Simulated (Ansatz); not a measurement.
Geometry optimisation, RKS PBE0/def2-SVP (Ansatz 0.2.0).

input.yaml

```yaml
crystal:
  periodic: [false, false, false]
  atoms:
    - { symbol: C, position_ang: [-0.74187, 1.18549, 0.60584] }
    - { symbol: C, position_ang: [-0.81243, -0.24924, 1.12226] }
    - { symbol: Cd, position_ang: [0.17709, -1.46909, -0.4188] }
    - { symbol: "N", position_ang: [-0.27043, -3.42031, -1.04921] }
    - { symbol: H, position_ang: [-1.35991, 1.31211, -0.28891] }
    - { symbol: H, position_ang: [-1.10536, 1.89133, 1.35826] }
    - { symbol: H, position_ang: [0.2898, 1.4612, 0.36224] }
    - { symbol: H, position_ang: [-1.84862, -0.52501, 1.32286] }
    - { symbol: H, position_ang: [-0.24058, -0.33839, 2.05164] }
    - { symbol: H, position_ang: [0.03484, -3.65131, -1.99489] }
    - { symbol: H, position_ang: [0.21585, -4.09545, -0.4543] }
basis:
  gaussian: { orbitals: def2-SVP }
hamiltonian:
  xc: pbe0
relax:
  f_tol: 0.015
  max_steps: 40
```

Launched with:

```bash
$ ansatz run input.yaml --threads 2 --pin off --max-ram 3072MiB --backend cpu --events-out ev --progress --plain --runs-dir out
```

Where does it end, and by what steps?

The run converged. The force dipped under the threshold on the way, but the program's further checks kept it going. After 30 steps the energy has fallen by 0.811 eV; H11 moved furthest, 0.99 Å.

```json
{"step": "0", "energy less start (eV)": "0.0000", "largest force component (eV/Å)": "1.279", "accepted": "yes"}
{"step": "2", "energy less start (eV)": "-0.6264", "largest force component (eV/Å)": "0.364", "accepted": "yes"}
{"step": "4", "energy less start (eV)": "-0.7179", "largest force component (eV/Å)": "1.596", "accepted": "no"}
{"step": "6", "energy less start (eV)": "-0.7983", "largest force component (eV/Å)": "0.081", "accepted": "yes"}
{"step": "8", "energy less start (eV)": "-0.8063", "largest force component (eV/Å)": "0.161", "accepted": "yes"}
{"step": "10", "energy less start (eV)": "-0.8077", "largest force component (eV/Å)": "0.015", "accepted": "yes"}
{"step": "12", "energy less start (eV)": "-0.8080", "largest force component (eV/Å)": "0.021", "accepted": "yes"}
{"step": "14", "energy less start (eV)": "-0.8079", "largest force component (eV/Å)": "0.088", "accepted": "no"}
{"step": "16", "energy less start (eV)": "-0.8086", "largest force component (eV/Å)": "0.071", "accepted": "yes"}
{"step": "18", "energy less start (eV)": "-0.8092", "largest force component (eV/Å)": "0.040", "accepted": "yes"}
{"step": "20", "energy less start (eV)": "-0.8040", "largest force component (eV/Å)": "0.480", "accepted": "no"}
{"step": "22", "energy less start (eV)": "-0.8099", "largest force component (eV/Å)": "0.031", "accepted": "yes"}
{"step": "24", "energy less start (eV)": "-0.8093", "largest force component (eV/Å)": "0.216", "accepted": "no"}
{"step": "26", "energy less start (eV)": "-0.8101", "largest force component (eV/Å)": "0.125", "accepted": "no"}
{"step": "28", "energy less start (eV)": "-0.8104", "largest force component (eV/Å)": "0.081", "accepted": "yes"}
{"step": "30", "energy less start (eV)": "-0.8106", "largest force component (eV/Å)": "0.001", "accepted": "yes"}
```

```xyz
11
Properties=species:S:1:pos:R:3
C -0.642 1.162 0.563
C -0.960 -0.190 1.195
Cd -0.444 -1.877 0.031
N -0.023 -3.570 -0.977
H -1.172 1.312 -0.391
H -0.930 2.000 1.222
H 0.433 1.280 0.350
H -2.037 -0.267 1.424
H -0.443 -0.294 2.164
H -0.405 -3.637 -1.919
H 0.962 -3.817 -1.045
```

Whether the end is a true minimum wasn't checked by a vibrational analysis.

The run took 110 s on 2 threads of Arm Neoverse V1 (shared host), peak memory 0.24 GiB.
